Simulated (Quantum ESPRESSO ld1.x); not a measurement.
Task: Ni3+, configuration [Ar] 3d7. Method: scalar-relativistic Kohn-Sham, LDA (Slater exchange, VWN5 correlation), spin-polarised, spherical densities, point nucleus; open shells are filled with parallel spins first; computed with ld1.x of Quantum ESPRESSO 7.5. Some entries of the table are withheld. Estimate them.

| orbital | occ. | eigenvalue (hartree) | <r^2> (bohr^2) | <1/r> (bohr^-1) |
|---|---|---|---|---|
| 1s up | 1 | -302.6393 | 0.003947 | 28.05 |
| 1s down | 1 | -302.6385 | 0.003947 | 28.05 |
| 2s up | 1 | -37.5184 | 0.07117 | 6.054 |
| 2s down | 1 | -37.4474 | 0.07101 | 6.061 |
| 2p up | 3 | -32.5240 | 0.05711 | 5.949 |
| 2p down | 3 | -32.4694 | 0.05695 | 5.956 |
| 3s up | 1 | (1) | 0.6249 | 1.932 |
| 3s down | 1 | (2) | 0.6293 | 1.924 |
| 3p up | 3 | -4.1195 | 0.6952 | (3) |
| 3p down | 3 | -3.9921 | 0.7031 | (4) |
| 3d up | 5 | -1.7926 | (5) | 1.468 |
| 3d down | 2 | -1.6724 | (6) | 1.445 |

Result: 
(1) 3s up eigenvalue (hartree): -5.5702
(2) 3s down eigenvalue (hartree): -5.4396
(3) 3p up <1/r> (bohr^-1): 1.793
(4) 3p down <1/r> (bohr^-1): 1.783
(5) 3d up <r^2> (bohr^2): 0.9955
(6) 3d down <r^2> (bohr^2): 1.050
